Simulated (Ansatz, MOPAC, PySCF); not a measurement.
System: hydrogen bromide, HBr, charge 0, multiplicity 1. SMILES: Br
Geometry: optimised at B3LYP-D3(BJ)/def2-TZVP (Ansatz, an electronic-structure program).

Wanted: vertical ionisation energy to the doublet, in eV. Terms: spin-orbit terms left out; each state is the SCF solution reached for its charge and spin; non-relativistic; open shells spin-unrestricted; six Cartesian d functions in 6-31G* and its kin unless marked 5d; PM7 with its own dispersion and hydrogen-bond terms; LANL2DZ with its own core potentials from Na on. First-principles rows: single points at B3LYP-D3(BJ) geometries (Ansatz). Semi-empirical rows: differences of heats of formation at the shared geometry for vertical values.

```json
[
 {"level": "AM1", "program": "MOPAC", "vertical ionisation energy to the doublet (eV)": "11.28"},
 {"level": "PM6", "program": "MOPAC", "vertical ionisation energy to the doublet (eV)": "10.96"},
 {"level": "PM7", "program": "MOPAC", "vertical ionisation energy to the doublet (eV)": "10.45"},
 {"level": "MNDO", "program": "MOPAC", "vertical ionisation energy to the doublet (eV)": "11.95"},
 {"level": "HF/6-31G* with LANL2DZ past Ar", "program": "Ansatz", "vertical ionisation energy to the doublet (eV)": "10.91"},
 {"level": "PBE/6-31G* with LANL2DZ past Ar", "program": "Ansatz", "vertical ionisation energy to the doublet (eV)": "11.76"},
 {"level": "B3LYP/3-21G", "program": "Ansatz", "vertical ionisation energy to the doublet (eV)": "11.55"},
 {"level": "B3LYP/6-31G*", "program": "Ansatz", "vertical ionisation energy to the doublet (eV)": "11.77"},
 {"level": "B3LYP/6-31G* with LANL2DZ past Ar", "program": "Ansatz", "vertical ionisation energy to the doublet (eV)": "11.83"},
 {"level": "M06-2X/6-31G* with LANL2DZ past Ar (5d)", "program": "PySCF", "vertical ionisation energy to the doublet (eV)": "11.93"},
 {"level": "wB97X-V/def2-TZVPD", "program": "Ansatz", "vertical ionisation energy to the doublet (eV)": "11.76"}
]
```

No value to compare with is used here. The 10 habitual levels span 10.45 (PM7) to 11.95 eV (MNDO); wB97X-V/def2-TZVPD gives 11.76.

The levels are drawn from those run, B3LYP/6-31G* more often than the rest, none by its result; runs whose electronic state is in doubt are left out.
